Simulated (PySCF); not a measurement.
CH7GeN, SMILES [CH3][GeH2][NH2]. Coordinates come from a PBE0-D3(BJ)/def2-SVP optimisation. The structure was generated by enumeration, and PubChem lists no compound with its InChIKey, so it may never have been made. One conformer was computed; it need not be the lowest.

Computed equilibrium geometry at PBE0-D3(BJ)/def2-SVP (PySCF confirms it by a frequency run) as bond lengths and angles, and its point group (one conformer of several):
point group Cs.
Atoms: Ge1 C2 N3 H4 H5 H6 H7 H8 H9 H10. Bonds (Å): Ge1–C2 1.959, Ge1–N3 1.841, Ge1–H4 1.542, Ge1–H5 1.542, C2–H6 1.100, C2–H7 1.100, C2–H8 1.101, N3–H9 1.017, N3–H10 1.017. Bond angles (°): C2–Ge1–N3 115.1, C2–Ge1–H4 109.5, C2–Ge1–H5 109.5, N3–Ge1–H4 106.2, N3–Ge1–H5 106.2, H4–Ge1–H5 110.3, Ge1–C2–H6 110.7, Ge1–C2–H7 110.7, Ge1–C2–H8 110.3, H6–C2–H7 108.4, H6–C2–H8 108.3, H7–C2–H8 108.3, Ge1–N3–H9 114.3, Ge1–N3–H10 114.3, H9–N3–H10 108.1.
Charge 0, spin multiplicity 1.
